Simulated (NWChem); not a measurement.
**Plane-wave run on MgSe (cinnabar type)**

```xyz
6
Lattice="4.1489 0.0000 0.0000 -2.0745 3.5931 0.0000 0.0000 0.0000 9.5050" Properties=species:S:1:pos:R:3 pbc="T T T"
Mg     2.9864     0.0000     6.3367
Mg    -1.4932     2.5863     3.1683
Mg     0.5813     1.0068     0.0000
Se     2.0284     0.0000     1.5842
Se    -1.0142     1.7567     7.9209
Se     1.0603     1.8364     4.7525
```

All runs are NWChem calculations. Origin of the cell: lattice set by a structure generator, not relaxed at this level; this structure type may not be the compound's usual one.

Norm-conserving pseudopotentials with valence charges Mg 2, Se 6, fixed occupations, no spin-orbit coupling, density cut at twice the wavefunction cutoff.

The filled d shells of Se are in the core.

Level: PBE, Troullier-Martins, cutoff 25 Ha, density from a 3×3×1 mesh. Bands run along Γ–M–K–Γ–A–L–H–A with k in units of the cell's reciprocal vectors.

Problem. Give the band energies at the labelled points, in eV from the valence-band top.

Solution. 
```tsv
point	k	band 9	band 10	band 11	band 12	band 13	band 14
Γ	0.000 0.000 0.000	-0.49	-0.25	-0.25	0.00	1.61	3.22
M	0.500 0.000 0.000	-1.47	-1.43	-1.13	-0.72	2.36	3.51
K	0.333 0.333 0.000	-2.77	-1.15	-1.03	-1.03	3.52	3.75
A	0.000 0.000 0.500	-0.79	-0.50	-0.50	-0.03	2.77	2.77
L	0.500 0.000 0.500	-1.51	-1.38	-0.87	-0.58	2.92	3.10
H	0.333 0.333 0.500	-2.18	-1.84	-1.84	-0.70	3.53	4.80
```
Bands up to 12 are filled.
